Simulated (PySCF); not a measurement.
C2H5NOSi, SMILES C(C#N)[SiH2]O.

Geometry: PBE-D3(BJ)/def2-SVP. This is a generated structure with no PubChem entry under its InChIKey; it may be hypothetical. The values are those of a single conformer.

Calculation: PBE-D3(BJ)/def2-SVP (PySCF 2.14.0).

Frequencies are harmonic and unscaled.

Computed vibrational spectrum:
```json
[
 {"mode": "1", "ν (cm⁻¹)": "61", "IR (km/mol)": "6.1", "moving atoms (share of kinetic energy)": "O 31 %, N 20 %, C 19 %, H 18 %, Si 13 %"},
 {"mode": "2", "ν (cm⁻¹)": "110", "IR (km/mol)": "6.6", "moving atoms (share of kinetic energy)": "N 37 %, Si 20 %, C 17 %, O 15 %, H 11 %"},
 {"mode": "3", "ν (cm⁻¹)": "179", "IR (km/mol)": "114.2", "moving atoms (share of kinetic energy)": "H 94 %"},
 {"mode": "4", "ν (cm⁻¹)": "242", "IR (km/mol)": "2.8", "moving atoms (share of kinetic energy)": "O 39 %, Si 19 %, C 17 %, N 16 %, H 10 %"},
 {"mode": "5", "ν (cm⁻¹)": "372", "IR (km/mol)": "0.0", "moving atoms (share of kinetic energy)": "C 53 %, H 28 %, N 19 %"},
 {"mode": "6", "ν (cm⁻¹)": "460", "IR (km/mol)": "1.1", "moving atoms (share of kinetic energy)": "C 71 %, N 13 %, Si 11 %"},
 {"mode": "7", "ν (cm⁻¹)": "479", "IR (km/mol)": "6.4", "moving atoms (share of kinetic energy)": "H 89 %"},
 {"mode": "8", "ν (cm⁻¹)": "683", "IR (km/mol)": "60.0", "moving atoms (share of kinetic energy)": "C 43 %, H 36 %, Si 19 %"},
 {"mode": "9", "ν (cm⁻¹)": "692", "IR (km/mol)": "47.7", "moving atoms (share of kinetic energy)": "H 84 %"},
 {"mode": "10", "ν (cm⁻¹)": "775", "IR (km/mol)": "174.5", "moving atoms (share of kinetic energy)": "H 73 %, C 12 %, O 10 %"},
 {"mode": "11", "ν (cm⁻¹)": "804", "IR (km/mol)": "32.2", "moving atoms (share of kinetic energy)": "H 63 %, C 31 %"},
 {"mode": "12", "ν (cm⁻¹)": "826", "IR (km/mol)": "40.5", "moving atoms (share of kinetic energy)": "O 49 %, H 35 %, Si 16 %"},
 {"mode": "13", "ν (cm⁻¹)": "912", "IR (km/mol)": "162.1", "moving atoms (share of kinetic energy)": "H 72 %, Si 18 %, O 10 %"},
 {"mode": "14", "ν (cm⁻¹)": "956", "IR (km/mol)": "61.7", "moving atoms (share of kinetic energy)": "H 63 %, C 16 %, Si 10 %, N 8 %"},
 {"mode": "15", "ν (cm⁻¹)": "957", "IR (km/mol)": "34.8", "moving atoms (share of kinetic energy)": "H 52 %, C 30 %, N 15 %"},
 {"mode": "16", "ν (cm⁻¹)": "1101", "IR (km/mol)": "2.2", "moving atoms (share of kinetic energy)": "H 87 %, C 13 %"},
 {"mode": "17", "ν (cm⁻¹)": "1134", "IR (km/mol)": "57.1", "moving atoms (share of kinetic energy)": "H 52 %, C 44 %"},
 {"mode": "18", "ν (cm⁻¹)": "1355", "IR (km/mol)": "8.2", "moving atoms (share of kinetic energy)": "H 90 %, C 10 %"},
 {"mode": "19", "ν (cm⁻¹)": "2164", "IR (km/mol)": "76.8", "moving atoms (share of kinetic energy)": "H 98 %"},
 {"mode": "20", "ν (cm⁻¹)": "2169", "IR (km/mol)": "140.1", "moving atoms (share of kinetic energy)": "H 96 %"},
 {"mode": "21", "ν (cm⁻¹)": "2288", "IR (km/mol)": "28.1", "moving atoms (share of kinetic energy)": "C 63 %, N 37 %"},
 {"mode": "22", "ν (cm⁻¹)": "2990", "IR (km/mol)": "1.5", "moving atoms (share of kinetic energy)": "H 95 %"},
 {"mode": "23", "ν (cm⁻¹)": "3050", "IR (km/mol)": "1.1", "moving atoms (share of kinetic energy)": "H 91 %, C 9 %"},
 {"mode": "24", "ν (cm⁻¹)": "3774", "IR (km/mol)": "96.3", "moving atoms (share of kinetic energy)": "H 94 %"}
]
```
